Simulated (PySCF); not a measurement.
## Computed data sheet: 4-methylpyridine (`c1nccc(C)c1`)

Species: 4-methylpyridine, C6H7N.
Numbering: `[CH3:1][c:2]1[cH:3][cH:4][n:5][cH:6][cH:7]1` (hydrogens: H8, H9, H10 on C1; H11 on C3; H12 on C4; H13 on C6; H14 on C7)

Geometry (PBE0-D3(BJ)/def2-TZVP, Å), atoms numbered from 1 in this order:
```
atom  x, y, z in Å
C1     1.9905   -0.2562   -0.0634
C2     0.5090   -0.0606   -0.0053
C3    -0.0708    1.1929   -0.1539
C4    -1.4517    1.3146   -0.1138
N5    -2.2797    0.2919    0.0620
C6    -1.7239   -0.9070    0.2066
C7    -0.3577   -1.1324    0.1820
H8     2.2886   -0.6340   -1.0459
H9     2.5227    0.6804    0.1074
H10    2.3229   -0.9843    0.6788
H11    0.5466    2.0729   -0.2977
H12   -1.9143    2.2915   -0.2278
H13   -2.4095   -1.7373    0.3537
H14    0.0278   -2.1380    0.3108
```

Some functional groups and rings: pyridine-type ring nitrogen.

**PBE0-D3(BJ)/def2-TZVP geometry optimisation, gas phase (PySCF)**

```yaml
Rotational_constants_A_B_C: 5.934, 2.554, 1.805 GHz
```

**B97-2/pcSseg-2 ground state and GIAO shieldings, non-relativistic (PySCF)**

```yaml
Dipole_moment: 2.77 D
HOMO_energy: -7.07 eV
LUMO_energy: -0.75 eV
HOMO–LUMO_gap: 6.32 eV
13C_chemical_shifts_computed_TMS_as_zero_by_class: 158.2 (C4/C6), 154.1 (C2), 129.9 (C3/C7), 23.8 (C1) ppm
1H_chemical_shifts_computed_TMS_as_zero_by_class: 8.80 (H12/H13), 7.24 (H11/H14), 2.40 (H8/H9/H10) ppm
Isotropic_shieldings_of_nuclei_other_than_C_and_H_by_class: -84 (N5) ppm
```

Monoisotopic mass (most abundant isotopes): 93.0578 u.

With B = h/(8π²I), that is 505.379 GHz u Å² over I, the principal moments of inertia are 85.2, 197.9 and 279.9 u Å² (most abundant isotopes). In atomic units the dipole is 1.09 e·bohr (1 au = 2.5417 D). The rotational constants make it an asymmetric top with κ = (2B − A − C)/(A − C) = -0.64, nearer the prolate limit (−1).

Geometry: PBE0-D3(BJ)/def2-TZVP; no solvent or vibrations. NMR classes are plain means over equivalent atoms (diastereotopic ones count apart unless rotation or inversion swaps them), as if these changed places fast; in this geometry the members of some classes differ.

For the geometry optimisation (PBE0-D3(BJ)/def2-TZVP), hardware: one thread, Intel Xeon Platinum 8259CL at 2.50 GHz (x86_64), no GPU, on a shared host. Cost: 5.0 min, 1.2 GiB resident at most.
